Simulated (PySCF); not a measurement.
A PySCF script (with the pyscf-properties extension) for the NMR shieldings of SMILES C=[C]1CC[C@](C)(CC)[AlH]1, C8H15Al, on a GFN2-xTB geometry:

```python
import basis_set_exchange as bse
import numpy as np
from pyscf import gto, dft
from pyscf.prop import nmr

atoms = """
C     3.314691    0.782066    1.334527
C     2.125240    0.434488    0.847468
C     1.970756   -0.664785   -0.189221
C     0.720302   -0.417408   -1.054179
C    -0.569410   -0.227900   -0.214941
C    -1.021986   -1.597290    0.315741
C    -1.684152    0.370521   -1.088133
C    -2.773370    1.011944   -0.235007
Al    0.255689    1.018776    1.158037
H     3.413445    1.559268    2.077897
H     4.238789    0.309468    1.021393
H     1.869227   -1.624051    0.325847
H     2.853428   -0.734222   -0.830841
H     0.604458   -1.238904   -1.768456
H     0.894587    0.499311   -1.630896
H    -0.263702   -2.031259    0.967794
H    -1.939225   -1.509094    0.894455
H    -1.202182   -2.292502   -0.507543
H    -1.255957    1.142021   -1.735914
H    -2.122155   -0.397410   -1.734875
H    -2.313747    1.733066    0.450095
H    -3.502045    1.532077   -0.853469
H    -3.298132    0.265660    0.356427
H    -0.326283    2.095923    2.101350
"""
names = dict.fromkeys(["C", "Al", "H"], "pcSseg-1")
basis = {el: gto.basis.parse(bse.get_basis(n, elements=[el], fmt="nwchem")) for el, n in names.items()}
mol = gto.M(atom=atoms, basis=basis, charge=0, verbose=0)
mf = dft.RKS(mol, xc="PBE0")
mf.grids.level = 2
mf.grids.alignment = dft.numint.BLKSIZE   # the property module wants whole blocks of grid points
mf.conv_tol = 1e-9
mf.kernel()

calc = nmr.RKS(mf)   # GIAO
C = mf.mo_coeff
Co = C[:, mf.mo_occ > 0]
resp = mf.gen_response(singlet=True, hermi=2)
def vind(x):   # induced exchange potential for any number of trial vectors
    d = np.einsum("pi,xij,qj->xpq", C, 2 * x.reshape(-1, C.shape[1], Co.shape[1]), Co, optimize=True)
    return np.einsum("xpq,pi,qj->xij", resp(d - d.transpose(0, 2, 1)), C, Co, optimize=True).ravel()
mo1, _ = nmr.rhf.solve_mo1(calc, with_cphf=vind)
sigma = calc.kernel(mo1)
for i, s in enumerate(sigma):   # ppm
    w = np.linalg.eigvalsh((s + s.T) / 2)
    print("%2d %-2s iso %8.1f  s11 %8.1f  s22 %8.1f  s33 %8.1f" % (i, mol.atom_pure_symbol(i), w.mean(), *w))
```

Question: Give the expected output.

Answer: 
```
 0 C  iso     49.9  s11    -64.5  s22     62.7  s33    151.4
 1 C  iso     17.0  s11    -91.4  s22    -23.8  s33    166.3
 2 C  iso    144.7  s11    124.6  s22    142.9  s33    166.7
 3 C  iso    136.1  s11    120.8  s22    129.6  s33    157.8
 4 C  iso    144.3  s11    122.0  s22    150.1  s33    161.0
 5 C  iso    165.7  s11    141.1  s22    166.7  s33    189.4
 6 C  iso    146.8  s11    131.9  s22    136.3  s33    172.2
 7 C  iso    164.6  s11    141.6  s22    169.3  s33    183.0
 8 Al iso    279.8  s11    214.8  s22    287.9  s33    336.7
 9 H  iso     25.6  s11     22.4  s22     24.2  s33     30.2
10 H  iso     25.2  s11     21.9  s22     24.5  s33     29.3
11 H  iso     29.0  s11     24.6  s22     29.5  s33     33.0
12 H  iso     29.2  s11     24.8  s22     28.4  s33     34.6
13 H  iso     29.9  s11     25.7  s22     29.7  s33     34.4
14 H  iso     30.2  s11     25.6  s22     30.0  s33     35.1
15 H  iso     30.2  s11     25.1  s22     29.4  s33     36.1
16 H  iso     30.2  s11     25.1  s22     29.2  s33     36.4
17 H  iso     31.3  s11     27.7  s22     28.3  s33     37.8
18 H  iso     30.3  s11     25.5  s22     30.3  s33     35.0
19 H  iso     30.4  s11     26.6  s22     29.7  s33     35.0
20 H  iso     30.3  s11     25.4  s22     29.8  s33     35.7
21 H  iso     30.2  s11     25.5  s22     27.3  s33     37.8
22 H  iso     30.1  s11     25.6  s22     29.4  s33     35.2
23 H  iso     25.9  s11     22.7  s22     24.2  s33     30.6
```

These numbers come from an equivalent density-fitted implementation of the same equations, which agrees with the script to about 0.01 ppm for H and up to a few tenths of a ppm for heavy atoms, so last digits may differ.

Size and cost of the density-fitted run: 235 basis functions, 120 s wall time on 1 thread of an Arm Neoverse N1, shared host; peak memory 1.1 GiB.
